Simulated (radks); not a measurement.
Effect of the nuclear size on the antimony ion Sb3+, [Kr] 4d10 5s2. Calculated with a radial shooting solver on a logarithmic mesh with Libxc functionals: Dirac Kohn-Sham, exchange-only LDA, spin-unpolarised, spherical densities, finite nucleus; Fermi nuclear charge, rms radius 4.6802 fm. The rms radius is varied about that value; shifts are against it.

| rms radius (fm) | total energy shift (eV) | density at nucleus (e/bohr^3) | 1s1/2 shift (meV) | 2s1/2 shift (meV) | 4s1/2 shift (meV) | 4p1/2 shift (meV) | 5s1/2 shift (meV) | 5p1/2 (empty) shift (meV) | 6s1/2 (empty) shift (meV) |
|---|---|---|---|---|---|---|---|---|---|
| 4.1139 | -1.05 | 2.124e+05 | -441 | -50.9 | -1.95 | 0.186 | -0.237 | 0.059 | -0.053 |
| 4.3058 | -0.709 | 2.109e+05 | -297 | -34.3 | -1.31 | 0.125 | -0.159 | 0.039 | -0.036 |
| 4.6802 | 0 | 2.081e+05 | 0.000 | 0.000 | 0.000 | 0.000 | 0.000 | 0.000 | 0.000 |
| 4.8534 | 0.345 | 2.069e+05 | 145 | 16.7 | 0.638 | -0.061 | 0.078 | -0.019 | 0.017 |
| 5.6162 | 1.99 | 2.021e+05 | 833 | 96.0 | 3.68 | -0.351 | 0.447 | -0.110 | 0.100 |

Slopes of the eigenvalues against <r^2> in GHz/fm^2, as finite differences over the two radii next to the reference (eigenvalue slopes, not the field-shift constants of lines): 1s1/2 21300, 2s1/2 2450, 4s1/2 94.0, 4p1/2 -8.97, 5s1/2 11.4, 5p1/2 (empty) -2.82, 6s1/2 (empty) 2.55.
